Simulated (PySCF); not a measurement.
Highest harmonic wavenumber (cm⁻¹) of eight silicon and germanium compounds: PBE-D3(BJ) beside B3LYP-D3(BJ), computed with PySCF for isolated molecules in the bases named; differences from unrounded values. The eight are the first of their class met in an unordered collection, after screening for sound electronic states; none was chosen by its value. Each level has its own optimised geometry.

```tsv
molecule	basis	B3LYP-D3(BJ)	PBE-D3(BJ)	difference
Si(H)(Cl)(Me)(NH2) (CH₆ClNSi), SMILES C[SiH](N)Cl	def2-SVP	3647	?	?
B2H6O4Si, SMILES OB(O)[SiH2]B(O)O	def2-SVP	3871	3761	-110
C4H8OSi, SMILES O=C1C[SiH](C1)C	def2-SVP	3147	3097	-50
C₂H₇FSeSi, SMILES C[Si](C)(F)[SeH]	def2-SVP	3136	3090	-47
Cl₂FH₅Si₃, SMILES F[SiH2][SiH2][SiH](Cl)Cl	def2-SVP	2250	?	?
CH₂Cl₃FSi, SMILES C([Si](Cl)(Cl)Cl)F	def2-SVP	3085	3011	-75
C2H5FO2Si, SMILES C=C[Si](O)(O)F	def2-SVP	3881	?	?
Ge(Cl)3(SiH3) (Cl3GeH3Si), SMILES [SiH3][Ge]([Cl])([Cl])[Cl]	def2-SVP	2259	2203	-56
```

What belongs in the gaps? (The exact figures need the calculation; the answer reports its results.)


- Cl₂FH₅Si₃, SMILES F[SiH2][SiH2][SiH](Cl)Cl, PBE-D3(BJ): 2187
- Cl₂FH₅Si₃, SMILES F[SiH2][SiH2][SiH](Cl)Cl, difference: -63
- Si(H)(Cl)(Me)(NH2) (CH₆ClNSi), SMILES C[SiH](N)Cl, PBE-D3(BJ): 3571
- Si(H)(Cl)(Me)(NH2) (CH₆ClNSi), SMILES C[SiH](N)Cl, difference: -76
- C2H5FO2Si, SMILES C=C[Si](O)(O)F, PBE-D3(BJ): 3772
- C2H5FO2Si, SMILES C=C[Si](O)(O)F, difference: -109

PBE-D3(BJ) lies below B3LYP-D3(BJ) in 8 and above it in 0 of the eight; the mean signed difference is -73 and the largest -110 cm⁻¹.
